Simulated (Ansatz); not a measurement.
Ansatz (a program for electronic structure) input (CCSD(T)/aug-cc-pVDZ):

Ansatz 0.2 input:
```yaml
crystal:
  periodic: [false, false, false]
  atoms:
    - {symbol: Ge, position_ang: [0.14873945, -0.02319735, 0.18657275]}
    - {symbol: O, position_ang: [0.91303674, 0.23121470, -1.31521284]}
    - {symbol: O, position_ang: [-1.50799452, -0.13842532, 0.56892185]}
basis:
  gaussian:
    orbitals: aug-cc-pVDZ
total_charge: -1
magnetization: {spin_polarized: true, initial_magnetization: 1}
correlation: {method: ccsd_t, electrons: outside_noble_gas}
output: {forces: true}
```

End of the output:

```
cycle   8  -13.89825275 eV  change    5.1e-6 eV  update   2.0e-5
cycle   9  -13.89825067 eV  change    2.1e-6 eV  update   1.1e-5
cycle  10  -13.89824893 eV  change    1.7e-6 eV  update   5.0e-6
cycle  11  -13.89825139 eV  change   -2.5e-6 eV  update   2.4e-6
cycle  12  -13.89825023 eV  change    1.2e-6 eV  update   1.2e-6
cycle  13  -13.89825055 eV  change   -3.2e-7 eV  update   3.1e-7
cycle  14  -13.89825076 eV  change   -2.1e-7 eV  update   1.6e-7
coupled cluster: 0.37 GiB planned
perturbative correction -0.68260598 eV, -0.0250853071 hartree
the calculation of the forces begins
Total energy: -60561.84945325 eV, -2225.6069171109 hartree
Atom 0 at     0.148739    -0.023197     0.186573 Å, force     0.245672    -0.038315     0.308162 eV/Å
Atom 1 at     0.913037     0.231215    -1.315213 Å, force     0.500569     0.114338    -0.639237 eV/Å
Atom 2 at    -1.507995    -0.138425     0.568922 Å, force    -0.746241    -0.076023     0.331076 eV/Å
Dipole moment:     0.280208    -0.043701     0.351481 e Å
```
